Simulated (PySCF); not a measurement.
`CCBr` (bromoethane). Computed with PBE0-D3(BJ)/def2-TZVP geometry optimisation, gas phase (PySCF).

```
atom  x, y, z in Å
C1    -0.7883    0.1805    0.0129
C2     0.6252   -0.3377    0.0252
Br3    1.9095    1.0776   -0.3629
H4    -1.0442    0.6055   -0.9586
H5    -1.4798   -0.6420    0.2204
H6    -0.9335    0.9500    0.7722
H7     0.7962   -1.0983   -0.7339
H8     0.9157   -0.7318    0.9969
```

(1) What is the longest distance between nuclei?

(2) What is the repulsion energy of the bare nuclei, Σ ZA·ZB/RAB?

(3) Work out the bond lengths C1–C2, C1–H4, C1–H5, C1–H6 in pm.

(4) Where is the centre of mass (commonest isotopes), and what is the radius of gyration?

(5) Give the dihedral angles H4–C1–C2–H7, H6–C1–C2–H7, H5–C1–C2–H7, H5–C1–C2–Br3, H6–C1–C2–Br3.

(6) How far apart are these pairs, which share no bond: C2···H4, C2···H6, Br3···H8, H5···H8, H7···H8?

(7) What are the angles H4–C1–H5, C2–C1–H5, C1–C2–H8, C1–C2–Br3?

## Answers

(1) Br3···H5, 3.85 Å; the next longest distance is 3.08 Å.

(2) 164.61 Eh over 28 pairs, with full nuclear charges and distances in bohr; the largest single term is 56.98 Eh (C2 with Br3).

(3) For C1–C2 the difference vector is (1.4135, -0.5182, 0.0123) Å, of length 1.5055 Å. C1–C2 150.6; C1–H4 109.1; C1–H5 109.4; C1–H6 109.1 pm.

(4) Mass 107.957 u; centre at (1.361, 0.762, -0.258) Å; Rg = √(Σ m r²/M) = 1.163 Å. As Ia + Ib + Ic = 2 Σ m r², the three principal moments sum to 292.0 u·Å².

(5) H4–C1–C2–H7 -58° (synclinal); H6–C1–C2–H7 -179° (antiperiplanar); H5–C1–C2–H7 61° (synclinal); H5–C1–C2–Br3 179° (antiperiplanar); H6–C1–C2–Br3 -61° (synclinal). Dihedral signs follow IUPAC: positive where, seen along the central bond, the front bond turns clockwise onto the rear one.

(6) C2···H4 2.155 Å (2 bonds apart); C2···H6 2.155 Å (2 bonds apart); Br3···H8 2.472 Å (2 bonds apart); H5···H8 2.520 Å (3 bonds apart); H7···H8 1.773 Å (2 bonds apart).

(7) From the scalar product of the two bond vectors; for H4–C1–H5 it is -0.3742 Å² over 1.0908 × 1.0944 Å², cos θ = -0.3134. H4–C1–H5 108.3°; C2–C1–H5 109.5°; C1–C2–H8 112.5°; C1–C2–Br3 111.5°.

The point group is Cs within 0.08 Å; differences among equivalent distances and angles are scatter left by the optimiser. No PBE0-D3(BJ)/def2-TZVP frequencies stand behind this structure, so it isn't proved a minimum.
